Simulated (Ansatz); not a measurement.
triplet silylene (H₂Si), triplet, geometry from GFN2-xTB; BHLYP/STO-3G (Ansatz, a quantum-chemistry and plane-wave program).

The Ansatz input:
Ansatz 0.2 input:
```yaml
crystal:
  periodic: [false, false, false]
  atoms:
    - {symbol: Si, position_ang: [-0.00639139, -0.00195053, 0.08523542]}
    - {symbol: H, position_ang: [0.04566728, 1.28384221, -0.56751131]}
    - {symbol: H, position_ang: [0.04381220, -1.25653473, -0.62578461]}
basis:
  gaussian:
    orbitals: STO-3G
hamiltonian:
  xc: {name: BHLYP}
magnetization: {spin_polarized: true, initial_magnetization: 2}
accuracy: high
```

The log (banner, timings and long lists left out):

```
Functional definition: BHLYP
163 factors; integrals over basis functions are off by at most 6.4e-9 eV
mean field evaluation 1: about -7814.2168 eV, gradient 2.9e0 eV
mean field evaluation 2: about -7814.3706 eV, gradient 9.9e-1 eV
mean field evaluation 4: about -7814.3960 eV, gradient 1.3e-1 eV
mean field evaluation 8: about -7814.3856 eV, gradient 9.2e-4 eV
mean field -7814.38564655 eV, -287.1733757298 hartree, gradient 5.1e-9 eV, S^2 2.000376; 0 other end points of the search recorded, 0 dependent functions left out
reference -7814.38566180 eV, -287.1733762905 hartree; 9, 7 occupied and 2, 4 virtual orbitals, 163 factors
Total energy: -7814.38566180 eV, -287.1733762905 hartree
```
